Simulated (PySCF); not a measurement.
Compound: C2H13Si4 (doublet state).
Atom-mapped SMILES: `[CH3:1][CH:2][SiH2:3][SiH2:4][SiH2:5][SiH3:6]` (hydrogens: H7, H8, H9 on C1; H10 on C2; H11, H12 on Si3; H13, H14 on Si4; H15, H16 on Si5; H17, H18, H19 on Si6)

Cartesian coordinates in Å at the GFN2-xTB level; atoms count from 1:
```
atom  x, y, z in Å
C1    -3.2723    0.9544    0.9009
C2    -2.8835    0.1683   -0.2958
Si3   -1.1816    0.0943   -0.9571
Si4    0.2426   -1.3089    0.2673
Si5    2.4750   -1.2428   -0.3900
Si6    3.4589    0.8494   -0.3432
H7    -3.4788    0.3012    1.7550
H8    -2.4931    1.6567    1.1873
H9    -4.1924    1.5127    0.7093
H10   -3.6328   -0.5350   -0.6348
H11   -0.5838    1.4398   -0.9224
H12   -1.2210   -0.3580   -2.3538
H13   -0.2846   -2.6841    0.2633
H14    0.1591   -0.9434    1.6939
H15    2.5745   -1.7938   -1.7532
H16    3.2727   -2.1934    0.4035
H17    2.7396    1.7896   -1.2070
H18    4.8560    0.8776   -0.7824
H19    3.4358    1.4246    1.0047
```

The hyperfine couplings belong to this conformer and change with its torsions.

Level of theory: UKS B3LYP, pcH-1 on C H Si, non-relativistic, mean-field spin-orbit, GIAO in PySCF 2.14.0. Isolated species at its GFN2-xTB geometry (one conformer only). Couplings are sensitive to structure, and on GFN2-xTB geometries they can be far from those on DFT ones. The SCF solution wasn't tested for stability.

The largest Mulliken spin populations are on C2 (+0.97), C1 (-0.08) and Si4 (+0.06). No atom but C2 exceeds +0.15. The positive populations add up to 1.17 and the negative ones to -0.17, together 2S = 1. The angles at C2 add up to 358.8°, so it is planar; its axial dipolar tensor and the negative coupling of its proton fit spin in a p orbital normal to that plane.

Find Q in a(H) = Q·ρ(C) for the protons on the planar carbons that carry spin.

| H | C | ρ(C) | a(H) (G) | a/ρ (G) |
| --- | --- | --- | --- | --- |
| H10 | C2 | +0.969 | -19.04 | -19.7 |

One proton gives one ratio, Q = -19.7 G, and no test of linearity. In every row coupling and population have opposite signs.

How do the β-proton couplings of this frozen conformer go with θ, the angle between the C–H bond and the normal to the plane of the spin centre's three neighbours, both seen down the bond from centre to carbon?

```
β H  on  centre  θ (°)  cos²θ   a (G)
 H7  C1      C2     23   0.84  +44.99
 H8  C1      C2     82   0.02   +1.10
 H9  C1      C2     39   0.61  +33.95
```

Fitting the Heller–McConnell form a = ρ(B0 + B2 cos²θ), with Mulliken ρ = 0.97, gives B0 = 0.4 G and B2 = 55.4 G, with a largest miss of 1.0 G. By this fit the coupling would be 54.0 G at θ = 0° and 0.4 G at 90°.

What would the freely rotating methyl group on C1 show?

Three equal couplings, a 1:3:3:1 quartet. The mean of the three values of this geometry estimates the splitting: 26.7 G, or 74.8 MHz (three bonds 120° apart have a mean cos²θ of 1/2 at any torsion).

Couplings in gauss use g_iso = 2.0027.
